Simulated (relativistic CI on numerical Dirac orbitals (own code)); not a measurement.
Forbidden transitions in Tb59+

Method of calculation: Dirac-Coulomb-Breit CI, separate exchange-only KLI orbitals for each configuration, QED by a radiative potential, unscaled Slater integrals (own radial code, finite nucleus).

CI space (outside the closed core 1s2): 2s2 2p2, 2s 2p3, 2p4, 2p3 3s, 2p3 3p, 2p3 3d, 2s2 2p 3s, 2s2 2p 3p, 2s2 2p 3d, 2s 2p2 3s, 2s 2p2 3p, 2s 2p2 3d, 2s2 2p 4s, 2s2 2p 4p, 2s2 2p 4d, 2s2 2p 4f. Levels of other configurations are missing.

| λ vac (Å) | Lower | Upper | Type | A (s⁻¹) | gf | Branching (%) |
| --- | --- | --- | --- | --- | --- | --- |
| 1.4690 | 2s2 2p2 3P_2 [6] | 2s 2p2 3d 3F_4 [183] | E2 | 3.90e+12 | 1.13e-02 | 28.6 |
| 1.4729 | 2s 2p3 3P°_2 [4] | 2p3 3d 3F°_4 [129] | E2 | 3.92e+12 | 1.15e-02 | 60.9 |
| 1.4754 | 2s2 2p2 1S_0 [7] | 2s 2p2 3d 1D_2 [186] | E2 | 5.01e+12 | 8.18e-03 | 2.9 |
| 1.4800 | 2s 2p3 5S°_2 [8] | 2p3 3d 3F°_2 [198] | E2 | 2.86e+12 | 4.70e-03 | 2.6 |
| 1.4803 | 2s 2p3 5S°_2 [8] | 2p3 3d 5D°_1 [197] | E2 | 3.14e+12 | 3.10e-03 | 2.3 |
| 1.4819 | 2s 2p3 3P°_2 [4] | 2p3 3d 3P°_0 [128] | E2 | 3.90e+12 | 1.28e-03 | 26.9 |
| 1.4829 | 2s 2p3 3P°_2 [4] | 2p3 3d 3F°_3 [126] | E2 | 2.15e+12 | 4.96e-03 | 9.5 |
| 1.4842 | 2s 2p3 3P°_2 [4] | 2p3 3d 3D°_2 [125] | E2 | 2.42e+12 | 4.00e-03 | 2.9 |
| 1.4851 | 2s2 2p2 1D_2 [3] | 2s 2p2 3d 3G_3 [105] | E2 | 1.85e+12 | 4.28e-03 | 7.6 |
| 1.4863 | 2s2 2p2 3P_2 [6] | 2s 2p2 3d 3F_4 [170] | E2 | 2.02e+12 | 6.03e-03 | 16.6 |
| 1.4963 | 2s2 2p2 1D_2 [3] | 2s 2p2 3d 3G_4 [91] | E2 | 1.64e+12 | 4.95e-03 | 58.9 |
| 1.4965 | 2s 2p3 3D°_1 [5] | 2p3 3d 3F°_3 [126] | E2 | 1.75e+12 | 4.10e-03 | 7.7 |
| 1.5364 | 2s2 2p2 1D_2 [3] | 2s2 2p 3p 1S_0 [63] | E2 | 7.58e+11 | 2.68e-04 | 6.5 |
| 1.5374 | 2s2 2p2 3P_1 [2] | 2s2 2p 3p 3P_2 [62] | E2 | 2.34e+11 | 4.14e-04 | 2.2 |
| 1.5408 | 2s2 2p2 1D_2 [3] | 2s2 2p 3p 3P_2 [62] | E2 | 5.39e+11 | 9.59e-04 | 5.0 |
| 1.5426 | 2s2 2p2 3P_1 [2] | 2s2 2p 3p 3D_3 [57] | E2 | 4.61e+11 | 1.15e-03 | 6.1 |
| 1.5452 | 2s 2p3 5S°_2 [8] | 2s 2p2 3p 5D°_4 [148] | E2 | 5.46e+11 | 1.76e-03 | 24.5 |
| 1.5457 | 2s2 2p2 1D_2 [3] | 2s2 2p 3p 1P_1 [58] | E2 | 6.33e+11 | 6.80e-04 | 2.8 |
| 1.5461 | 2s2 2p2 1D_2 [3] | 2s2 2p 3p 3D_3 [57] | E2 | 3.24e+11 | 8.13e-04 | 4.3 |
| 1.5470 | 2s2 2p2 3P_0 [1] | 2s2 2p 3p 3D_2 [29] | E2 | 6.34e+11 | 1.14e-03 | 23.6 |
| 1.5494 | 2s 2p3 3D°_1 [5] | 2s 2p2 3p 3P°_1 [97] | E2 | 4.22e+11 | 4.56e-04 | 2.3 |
| 1.5505 | 2s 2p3 1D°_2 [12] | 2s 2p2 3p 3P°_0 [162] | E2 | 7.87e+11 | 2.84e-04 | 9.5 |
| 1.5525 | 2s 2p3 3P°_2 [4] | 2s 2p2 3p 3F°_4 [79] | E2 | 7.10e+11 | 2.31e-03 | 45.0 |
| 1.5533 | 2s 2p3 3D°_3 [9] | 2s 2p2 3p 5D°_4 [148] | E2 | 3.08e+11 | 1.00e-03 | 13.8 |
| 1.7042 | 2s2 2p2 3P_2 [6] | 2s2 2p 3p 1S_0 [63] | E2 | 1.32e+12 | 5.74e-04 | 11.4 |
| 1.7125 | 2s2 2p2 3P_1 [2] | 2s2 2p 3p 3P_1 [30] | E2 | 3.15e+11 | 4.15e-04 | 6.8 |
| 1.7130 | 2s2 2p2 3P_1 [2] | 2s2 2p 3p 3D_2 [29] | E2 | 1.99e+11 | 4.37e-04 | 7.4 |
| 1.7157 | 2s2 2p2 3P_2 [6] | 2s2 2p 3p 1P_1 [58] | E2 | 4.84e+11 | 6.41e-04 | 2.2 |
| 1.7161 | 2s2 2p2 3P_2 [6] | 2s2 2p 3p 3D_3 [57] | E2 | 4.97e+11 | 1.53e-03 | 6.6 |
| 1.7167 | 2s2 2p2 1D_2 [3] | 2s2 2p 3p 3P_1 [30] | E2 | 3.23e+11 | 4.29e-04 | 7.0 |
| 1.7173 | 2s2 2p2 1D_2 [3] | 2s2 2p 3p 3D_2 [29] | E2 | 4.52e+11 | 9.99e-04 | 16.9 |
| 1.7181 | 2s 2p3 3P°_2 [4] | 2s 2p2 3p 3P°_2 [35] | E2 | 4.54e+11 | 1.00e-03 | 2.5 |
| 1.7211 | 2s 2p3 1D°_2 [12] | 2s 2p2 3p 3P°_1 [97] | E2 | 4.12e+11 | 5.49e-04 | 2.2 |
| 1.7221 | 2s2 2p2 1S_0 [7] | 2s2 2p 3p 3P_2 [62] | E2 | 2.65e+11 | 5.89e-04 | 2.5 |
| 1.7234 | 2s 2p3 1D°_2 [12] | 2s 2p2 3p 3P°_0 [93] | E2 | 7.03e+11 | 3.13e-04 | 7.2 |
| 1.7239 | 2s 2p3 3D°_3 [9] | 2s 2p2 3p 3F°_4 [79] | E2 | 3.89e+11 | 1.56e-03 | 24.7 |
| 1.7322 | 2s 2p3 3P°_2 [16] | 2s 2p2 3p 5D°_4 [148] | E2 | 2.23e+11 | 9.04e-04 | 10.0 |
| 1.7620 | 2s 2p3 3P°_2 [16] | 2s 2p2 3p 3P°_0 [141] | E2 | 7.12e+11 | 3.31e-04 | 17.6 |
| 1.7687 | 2s2 2p2 1D_2 [3] | 2s2 2p 3p 3P_0 [24] | E2 | 1.29e+12 | 6.07e-04 | 29.6 |
| 1.7699 | 2s2 2p2 3P_2 [6] | 2s2 2p 3p 3D_2 [44] | E2 | 9.19e+11 | 2.16e-03 | 22.6 |
| 1.7705 | 2s2 2p2 3P_2 [6] | 2s2 2p 3p 3P_1 [43] | E2 | 6.78e+11 | 9.56e-04 | 12.9 |
| 1.7742 | 2s2 2p2 3P_1 [2] | 2s2 2p 3p 3D_1 [23] | E2 | 6.57e+11 | 9.30e-04 | 36.9 |
| 1.7784 | 2s 2p3 3P°_2 [4] | 2s 2p2 3p 3P°_0 [28] | E2 | 1.31e+12 | 6.19e-04 | 31.8 |
| 1.7788 | 2s2 2p2 1D_2 [3] | 2s2 2p 3p 3D_1 [23] | E2 | 6.65e+11 | 9.47e-04 | 37.4 |
| 1.7833 | 2s2 2p2 1S_0 [7] | 2s2 2p 3p 3D_2 [44] | E2 | 2.45e+11 | 5.85e-04 | 6.0 |

Terms are leading LS components. Brackets give the number of a level in order of energy, since labels repeat. The list gives strong lines, with weight on those to low levels, among the lowest 200 of 274 levels, so that lines to higher ones, which can be the strongest, are missing. Levels whose partners in the same complex of configurations lie outside the list can be far off, and so can their lines. Rates are taken at the computed energies, electric ones in the length gauge.

At this charge energies of transitions that change n are usually good to better than 1 %, and those within a shell (Δn = 0) to a few per cent.

LS names give the leading component of a level, which can be under half, so a name can repeat, a term be missing and a line seem to break the LS rules.
